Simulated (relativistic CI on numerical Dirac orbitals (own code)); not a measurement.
**Energy levels of Ba⁵⁴⁺**

Computed by Dirac-Coulomb-Breit CI, separate exchange-only KLI orbitals for each configuration, model QED, unscaled Slater integrals (own radial code, finite nucleus).

Configuration list: 1s², 1s2s, 1s2p, 1s3s, 1s3p, 1s3d, 1s4s, 1s4p, 1s4d, 1s4f, 1s5s, 1s5p, 1s5d, 1s5f, 1s5g, 1s6s, 1s6p, 1s6d, 2s². Levels of other configurations are missing.

| No. | Configuration | Term | J | E (10³ cm⁻¹) | % | Landé g | Lifetime (s) |
| --- | --- | --- | --- | --- | --- | --- | --- |
| 1 | 1s² | ¹S | 0 | 0 | 100 |  |  |
| 2 | 1s2s | ³S | 1 | 262286 | 100 | 1.930 | 1.82e-12 |
| 3 | 1s2p | ³P° | 1 | 262939 | 70 | 1.278 | 2.78e-16 |
| 4 | 1s2p | ³P° | 0 | 263003 | 100 |  | 5.22e-10 |
| 5 | 1s2s | ¹S | 0 | 263018 | 100 |  |  |
| 6 | 1s2p | ³P° | 2 | 266614 | 100 | 1.456 | 2.57e-13 |
| 7 | 1s2p | ¹P° | 1 | 266910 | 70 | 1.153 | 1.27e-16 |
| 8 | 1s3s | ³S | 1 | 311975 | 100 | 1.938 | 1.19e-14 |
| 9 | 1s3p | ³P° | 1 | 312152 | 70 | 1.285 | 8.60e-16 |
| 10 | 1s3p | ³P° | 0 | 312169 | 100 |  | 4.35e-15 |
| 11 | 1s3s | ¹S | 0 | 312170 | 100 |  | 1.22e-14 |
| 12 | 1s3p | ³P° | 2 | 313245 | 100 | 1.465 | 5.15e-15 |
| 13 | 1s3d | ³D | 2 | 313314 | 60 | 1.064 | 1.56e-15 |
| 14 | 1s3d | ³D | 1 | 313328 | 100 | 0.516 | 1.59e-15 |
| 15 | 1s3p | ¹P° | 1 | 313330 | 70 | 1.168 | 4.22e-16 |
| 16 | 1s3d | ³D | 3 | 313654 | 100 | 1.307 | 1.69e-15 |
| 17 | 1s3d | ¹D | 2 | 313666 | 60 | 1.075 | 1.65e-15 |
| 18 | 1s4s | ³S | 1 | 329133 | 100 | 1.941 | 1.77e-14 |
| 19 | 1s4p | ³P° | 1 | 329206 | 70 | 1.288 | 1.98e-15 |
| 20 | 1s4p | ³P° | 0 | 329213 | 100 |  | 7.48e-15 |
| 21 | 1s4s | ¹S | 0 | 329213 | 100 |  | 1.76e-14 |
| 22 | 1s4p | ³P° | 2 | 329665 | 100 | 1.468 | 8.62e-15 |
| 23 | 1s4d | ³D | 2 | 329694 | 60 | 1.068 | 3.58e-15 |
| 24 | 1s4d | ³D | 1 | 329699 | 100 | 0.521 | 3.67e-15 |
| 25 | 1s4p | ¹P° | 1 | 329700 | 70 | 1.174 | 9.90e-16 |
| 26 | 1s4d | ³D | 3 | 329838 | 100 | 1.310 | 3.92e-15 |
| 27 | 1s4f | ³F° | 3 | 329840 | 57 | 1.024 | 7.67e-15 |
| 28 | 1s4f | ³F° | 2 | 329842 | 100 | 0.679 | 7.67e-15 |
| 29 | 1s4d | ¹D | 2 | 329843 | 60 | 1.079 | 3.79e-15 |
| 30 | 1s4f | ³F° | 4 | 329910 | 100 | 1.232 | 7.82e-15 |
| 31 | 1s4f | ¹F° | 3 | 329913 | 57 | 1.045 | 7.83e-15 |
| 32 | 1s5s | ³S | 1 | 336993 | 100 | 1.942 | 2.81e-14 |
| 33 | 1s5p | ³P° | 1 | 337029 | 70 | 1.289 | 3.78e-15 |
| 34 | 1s5p | ³P° | 0 | 337033 | 100 |  | 1.28e-14 |
| 35 | 1s5s | ¹S | 0 | 337033 | 100 |  | 2.71e-14 |
| 36 | 1s5p | ³P° | 2 | 337264 | 100 | 1.469 | 1.46e-14 |
| 37 | 1s5d | ³D | 2 | 337278 | 61 | 1.069 | 6.84e-15 |
| 38 | 1s5d | ³D | 1 | 337281 | 100 | 0.524 | 7.02e-15 |
| 39 | 1s5p | ¹P° | 1 | 337282 | 70 | 1.177 | 1.92e-15 |
| 40 | 1s5d | ³D | 3 | 337352 | 100 | 1.312 | 7.54e-15 |
| 41 | 1s5f | ³F° | 3 | 337353 | 57 | 1.025 | 1.47e-14 |
| 42 | 1s5f | ³F° | 2 | 337354 | 100 | 0.681 | 1.47e-14 |
| 43 | 1s5d | ¹D | 2 | 337355 | 61 | 1.081 | 7.24e-15 |
| 44 | 1s5f | ³F° | 4 | 337389 | 100 | 1.233 | 1.51e-14 |
| 45 | 1s5g | ³G | 4 | 337389 | 55 | 1.010 | 2.52e-14 |

Energies count from the lowest computed level; ° marks odd parity; lifetimes are radiative, by E1, M1, E2, M2 decay to levels of this space only; some are left blank where a channel outside the calculation adds to the decay or the decay crosses a small, uncertain gap.

The mean weight of the leading LS term, summed over parents, in these 45 levels is 85 %, and that of the leading jj configuration (from the same eigenvectors) 100 %, so jj coupling describes them better and the LS labels are nominal.

At this charge energies of transitions that change n are usually good to better than 1 %, and those within a shell (Δn = 0) to a few per cent.

LS names give the leading component of a level, which can be under half, so a name can repeat, a term be missing and a line seem to break the LS rules.
